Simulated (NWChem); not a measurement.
CsBr; SMILES [Br][Cs]

Program: NWChem. Geometry: optimised at PBE0-D3(BJ)/def2-TZVP. def2 effective core potentials on Cs; no spin-orbit coupling. B3LYP is NWChem's, with the RPA form of VWN correlation. Vertical excitations in the gas phase; the lowest state need not have the same character in each row.

For level B3LYP/def2-SVP, TDA:

```
Property                                  Result
----------------------------------------  ------
lowest excitation, singlet (eV)             3.09
lowest state with f > 0.02, singlet (eV)    3.33
oscillator strength of that bright state   0.074
orbital gap (eV)                            3.75
```

**Question.** How do the values read with level PBE/def2-SVP, TDA instead?

**Answer.** 
| Quantity | Value |
|---|---|
| lowest excitation, singlet (eV) | 2.65 |
| lowest state with f > 0.02, singlet (eV) | 2.96 |
| oscillator strength of that bright state | 0.084 |
| orbital gap (eV) | 2.65 |
